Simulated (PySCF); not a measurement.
## Dipole moment and polarisability of W(NH)2(NMe2)2

Compound: W(NH)2(NMe2)2, C₄H₁₄N₄W (singlet state).
Cartesian coordinates in Å at the PBE0-D3(BJ)/def2-SVP level; atoms count from 1:
```
atom  x, y, z in Å
W1     0.7825   -0.0032    0.6563
N2     0.5439    0.0389    2.4047
H3     0.8190    0.0564    3.3806
N4     2.4486   -0.0443    0.0770
H5     3.4597   -0.0652    0.1542
N6    -0.0429    1.6201   -0.0888
C7    -1.1536    2.3063    0.5292
C8     0.3844    2.2428   -1.3202
H9    -0.9055    3.3691    0.7191
H10   -1.4139    1.8415    1.4893
H11   -2.0525    2.2874   -0.1173
H12    1.2581    1.7244   -1.7367
H13   -0.4193    2.2290   -2.0818
H14    0.6616    3.3023   -1.1526
N15   -0.1068   -1.6240   -0.0188
C16    0.2751   -2.2848   -1.2456
C17   -1.2247   -2.2629    0.6351
H18    0.5125   -3.3515   -1.0632
H19    1.1625   -1.8101   -1.6851
H20   -0.5393   -2.2520   -1.9954
H21   -1.4472   -1.7747    1.5930
H22   -2.1376   -2.2254    0.0091
H23   -1.0075   -3.3306    0.8362
```

Level: B3LYP/def2-SVPD (PySCF), static field, nuclei fixed, core orbitals frozen in the response. The polarisability tensor in these axes (au):

```
x   125.07   0.53  -2.72
y     0.53 148.18  -0.47
z    -2.72  -0.47 126.49
```

Q: Diagonalise the tensor; give its mean and Δα, where Δα² is half the sum of the squared differences of the eigenvalues.

A: Principal values 122.97, 128.57 and 148.21 au; mean 133.25 au = 19.75 Å³ = 21.97 × 10⁻⁴⁰ C²·m²/J; Δα = 22.95 au (17 % of the mean).

Q: What is the dipole moment, and where does it point?

A: (-0.63, 0.01, -0.53) D, 0.83 D in size, pointing from the negative to the positive side. Measured along this direction, the outermost atoms are H3 and H5 at the negative end and H20, H13, H11 and H22 at the positive end.

Q: Orientational against electronic polarisability at 250 K (dilute gas, rigid molecules)?

A: In Gaussian units μ²/3kT = 6.60 Å³ against 19.75 Å³, a ratio of 0.33; the Debye molar polarisation (4π/3)N_A(α + μ²/3kT) is 66.4 cm³/mol, leaving out the vibrational part.

Q: Rayleigh depolarisation ratio (linearly polarised light, static tensor)?

A: ρ = 3Δα²/(45ᾱ² + 4Δα²) = 1580.6/(798969 + 2107.5) = 0.00197.

Q: What molar refraction does this α imply?

A: Lorentz–Lorenz: R = (4π/3)N_A α = 2.5225 cm³/(mol·Å³) × 19.75 Å³ = 49.8 cm³/mol, in the limit of long wavelengths.

Isolated species at its PBE0-D3(BJ)/def2-SVP geometry, gas phase. Atoms past krypton carry effective core potentials; spin–orbit coupling is left out.
